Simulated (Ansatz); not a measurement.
Ansatz results at the PBE0-D4/def2-TZVP geometry: size of the dipole moment (PBE/def2-TZVPP) 2.21 D; LUMO energy (ωB97M-V/def2-TZVPP) 1.01 eV; HOMO energy (B3LYP/def2-TZVPP) -7.05 eV.

Which molecule gave them?
A. `C=C[SiH2][SiH](F)F`
B. `F[Si@H]1C[C@@H]1Cl`
C. `FC1(F)C[SiH]1[SiH3]`
D. `C/C(Cl)=N\[SiH3]`

C. The others give `F[Si@H]1C[C@@H]1Cl`: 1.16, 1.75, -7.02; `C=C[SiH2][SiH](F)F`: 2.27, 1.00, -7.68; `C/C(Cl)=N\[SiH3]`: 2.34, 1.29, -7.38.

B3LYP here is the variant with VWN-RPA as its local correlation; programs differ in this.
